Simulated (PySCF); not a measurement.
Radial density of Xe (xenon, neutral)

B2PLYP, [Kr] 4d10 5s1 5p6 5d1, high-spin 3D determinant (an excited configuration). All numbers are calculated (PySCF 2.14, scalar relativity through the core potential, in aug-cc-pVTZ-PP with ECP28MDF). This is the valence pseudo-density: the core potential removes the inner electrons and smooths the orbitals near the nucleus.

```json
{"r (bohr)": "0.00118", "4πr²ρ (e/bohr)": "1.412e-05", "4πr²(ρα − ρβ)": "0.0000"}
{"r (bohr)": "0.00199", "4πr²ρ (e/bohr)": "3.960e-05", "4πr²(ρα − ρβ)": "0.0000"}
{"r (bohr)": "0.00335", "4πr²ρ (e/bohr)": "0.0001092", "4πr²(ρα − ρβ)": "0.0000"}
{"r (bohr)": "0.00564", "4πr²ρ (e/bohr)": "0.0002884", "4πr²(ρα − ρβ)": "0.0000"}
{"r (bohr)": "0.00948", "4πr²ρ (e/bohr)": "0.0006882", "4πr²(ρα − ρβ)": "0.0001"}
{"r (bohr)": "0.0159", "4πr²ρ (e/bohr)": "0.001386", "4πr²(ρα − ρβ)": "0.0002"}
{"r (bohr)": "0.0268", "4πr²ρ (e/bohr)": "0.002380", "4πr²(ρα − ρβ)": "0.0003"}
{"r (bohr)": "0.0451", "4πr²ρ (e/bohr)": "0.003267", "4πr²(ρα − ρβ)": "0.0004"}
{"r (bohr)": "0.0759", "4πr²ρ (e/bohr)": "0.005969", "4πr²(ρα − ρβ)": "0.0004"}
{"r (bohr)": "0.128", "4πr²ρ (e/bohr)": "0.03367", "4πr²(ρα − ρβ)": "0.0005"}
{"r (bohr)": "0.215", "4πr²ρ (e/bohr)": "0.3796", "4πr²(ρα − ρβ)": "0.0036"}
{"r (bohr)": "0.361", "4πr²ρ (e/bohr)": "5.252", "4πr²(ρα − ρβ)": "0.0702"}
{"r (bohr)": "0.607", "4πr²ρ (e/bohr)": "27.38", "4πr²(ρα − ρβ)": "0.2173"}
{"r (bohr)": "1.02", "4πr²ρ (e/bohr)": "15.09", "4πr²(ρα − ρβ)": "0.1389"}
{"r (bohr)": "1.72", "4πr²ρ (e/bohr)": "5.149", "4πr²(ρα − ρβ)": "0.9139"}
{"r (bohr)": "2.89", "4πr²ρ (e/bohr)": "1.979", "4πr²(ρα − ρβ)": "0.3599"}
{"r (bohr)": "4.86", "4πr²ρ (e/bohr)": "0.2909", "4πr²(ρα − ρβ)": "0.1959"}
{"r (bohr)": "8.18", "4πr²ρ (e/bohr)": "0.001678", "4πr²(ρα − ρβ)": "0.0015"}
```

Energies and moments cover only the electrons outside the core potential. The outer electron is Rydberg-like, and this basis confines it to a smaller radius and binds it less than a complete one would.
